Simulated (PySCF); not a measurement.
## Basis-set dependence of population analyses: `CNc1ccccn1`

C₆H₈N₂.
Bonds: C1–N2, N2–C3, C3–C4 (aromatic), C4–C5 (aromatic), C5–C6 (aromatic), C6–C7 (aromatic), C7–N8 (aromatic), C3–N8 (aromatic). Hydrogens: H9, H10, H11 on C1; H12 on N2; H13 on C4; H14 on C5; H15 on C6; H16 on C7.

PBE0 throughout (PySCF), one geometry, spherical d and f functions. One conformer (not necessarily the lowest) at the PBE0-D3(BJ)/def2-SVP geometry, without solvent, vibrations or thermal averaging. The first 7 of 14 kinds of atom are listed.

Mulliken charges (e):

```tsv
basis	functions	C1	N2	C3	C4	C5	C6	C7
STO-3G	48	-0.143	-0.307	+0.173	-0.116	-0.078	-0.112	+0.005
pcSseg-0	88	-0.384	-0.789	+0.508	-0.250	-0.198	-0.319	+0.111
6-31G	88	-0.309	-0.715	+0.412	-0.140	-0.171	-0.180	-0.010
6-31G*	128	-0.374	-0.647	+0.486	-0.233	-0.141	-0.211	+0.003
cc-pVDZ	152	+0.016	-0.221	+0.228	-0.099	+0.065	-0.097	+0.108
def2-SVP	152	+0.050	-0.231	+0.111	-0.102	+0.040	-0.089	+0.058
pcSseg-1	176	-0.088	-0.531	+0.450	-0.215	-0.009	-0.210	+0.141
aug-cc-pVDZ	256	+0.862	-0.407	+0.021	+1.722	+0.038	+1.304	-0.097
6-311+G(2d,p)	264	-0.346	-0.400	+0.274	+0.247	-0.426	+0.007	-0.130
def2-TZVP	296	-0.307	-0.255	+0.258	-0.235	-0.123	-0.128	-0.066
```

IAO charges (e):

```json
{"basis": "STO-3G", "functions": "48", "C1": "-0.313", "N2": "-0.246", "C3": "+0.132", "C4": "-0.190", "C5": "-0.124", "C6": "-0.183", "C7": "-0.057"}
{"basis": "pcSseg-0", "functions": "88", "C1": "-0.315", "N2": "-0.304", "C3": "+0.209", "C4": "-0.237", "C5": "-0.116", "C6": "-0.223", "C7": "-0.017"}
{"basis": "6-31G", "functions": "88", "C1": "-0.332", "N2": "-0.318", "C3": "+0.215", "C4": "-0.236", "C5": "-0.118", "C6": "-0.220", "C7": "-0.023"}
{"basis": "6-31G*", "functions": "128", "C1": "-0.304", "N2": "-0.328", "C3": "+0.243", "C4": "-0.236", "C5": "-0.106", "C6": "-0.221", "C7": "+0.003"}
{"basis": "cc-pVDZ", "functions": "152", "C1": "-0.304", "N2": "-0.324", "C3": "+0.242", "C4": "-0.242", "C5": "-0.110", "C6": "-0.226", "C7": "+0.002"}
{"basis": "def2-SVP", "functions": "152", "C1": "-0.295", "N2": "-0.315", "C3": "+0.238", "C4": "-0.239", "C5": "-0.106", "C6": "-0.222", "C7": "+0.003"}
{"basis": "pcSseg-1", "functions": "176", "C1": "-0.302", "N2": "-0.326", "C3": "+0.241", "C4": "-0.244", "C5": "-0.111", "C6": "-0.229", "C7": "+0.002"}
{"basis": "aug-cc-pVDZ", "functions": "256", "C1": "-0.312", "N2": "-0.338", "C3": "+0.246", "C4": "-0.246", "C5": "-0.112", "C6": "-0.232", "C7": "+0.002"}
{"basis": "6-311+G(2d,p)", "functions": "264", "C1": "-0.314", "N2": "-0.340", "C3": "+0.247", "C4": "-0.245", "C5": "-0.112", "C6": "-0.231", "C7": "+0.003"}
{"basis": "def2-TZVP", "functions": "296", "C1": "-0.312", "N2": "-0.338", "C3": "+0.249", "C4": "-0.246", "C5": "-0.111", "C6": "-0.231", "C7": "+0.004"}
```

Hirshfeld charges (e):

```json
{"basis": "STO-3G", "functions": "48", "C1": "+0.034", "N2": "-0.129", "C3": "+0.117", "C4": "-0.067", "C5": "-0.019", "C6": "-0.058", "C7": "+0.033"}
{"basis": "pcSseg-0", "functions": "88", "C1": "-0.048", "N2": "-0.098", "C3": "+0.102", "C4": "-0.090", "C5": "-0.035", "C6": "-0.082", "C7": "+0.013"}
{"basis": "6-31G", "functions": "88", "C1": "-0.043", "N2": "-0.114", "C3": "+0.101", "C4": "-0.086", "C5": "-0.035", "C6": "-0.081", "C7": "+0.014"}
{"basis": "6-31G*", "functions": "128", "C1": "-0.045", "N2": "-0.112", "C3": "+0.100", "C4": "-0.084", "C5": "-0.033", "C6": "-0.081", "C7": "+0.015"}
{"basis": "cc-pVDZ", "functions": "152", "C1": "-0.054", "N2": "-0.103", "C3": "+0.100", "C4": "-0.088", "C5": "-0.036", "C6": "-0.084", "C7": "+0.011"}
{"basis": "def2-SVP", "functions": "152", "C1": "-0.058", "N2": "-0.104", "C3": "+0.104", "C4": "-0.089", "C5": "-0.036", "C6": "-0.084", "C7": "+0.013"}
{"basis": "pcSseg-1", "functions": "176", "C1": "-0.058", "N2": "-0.114", "C3": "+0.104", "C4": "-0.087", "C5": "-0.037", "C6": "-0.085", "C7": "+0.012"}
{"basis": "aug-cc-pVDZ", "functions": "256", "C1": "-0.065", "N2": "-0.123", "C3": "+0.100", "C4": "-0.085", "C5": "-0.039", "C6": "-0.086", "C7": "+0.009"}
{"basis": "6-311+G(2d,p)", "functions": "264", "C1": "-0.057", "N2": "-0.123", "C3": "+0.095", "C4": "-0.084", "C5": "-0.039", "C6": "-0.085", "C7": "+0.009"}
{"basis": "def2-TZVP", "functions": "296", "C1": "-0.061", "N2": "-0.119", "C3": "+0.099", "C4": "-0.085", "C5": "-0.039", "C6": "-0.086", "C7": "+0.010"}
```

Problem. Which scheme is steadiest as the basis changes?

Solution. Largest range over the bases for any column: Hirshfeld 0.10 e, IAO 0.12 e, Mulliken 1.97 e. Hirshfeld charges move least and Mulliken charges most, counted in e. Without the minimal STO-3G basis the ranges are Hirshfeld 0.03, IAO 0.04, Mulliken 1.97 e.

Problem. How much do the charges still move between the two largest bases, 6-311+G(2d,p) and def2-TZVP?

Solution. At most, over all atoms: Mulliken 0.483 e, IAO 0.002 e, Hirshfeld 0.004 e.

Problem. What do the same runs give for the total energy, the frontier levels and the dipole moment?

Solution. 
```tsv
basis	energy (Eh)	HOMO (eV)	LUMO (eV)	μ (D)
STO-3G	-338.3069	-3.69	2.74	2.01
pcSseg-0	-341.7761	-5.95	-0.32	2.19
6-31G	-342.4570	-5.68	-0.03	2.09
6-31G*	-342.5481	-5.64	-0.01	1.92
cc-pVDZ	-342.5789	-5.74	-0.17	1.93
def2-SVP	-342.3121	-5.84	-0.27	1.98
pcSseg-1	-342.5130	-5.94	-0.42	2.05
aug-cc-pVDZ	-342.5984	-5.93	-0.52	1.99
6-311+G(2d,p)	-342.6488	-5.94	-0.51	2.00
def2-TZVP	-342.6770	-5.92	-0.44	1.94
```

The dipole is fixed by the density alone, so its range of 0.27 D shows that the density itself changes with the basis, not only its division among atoms.
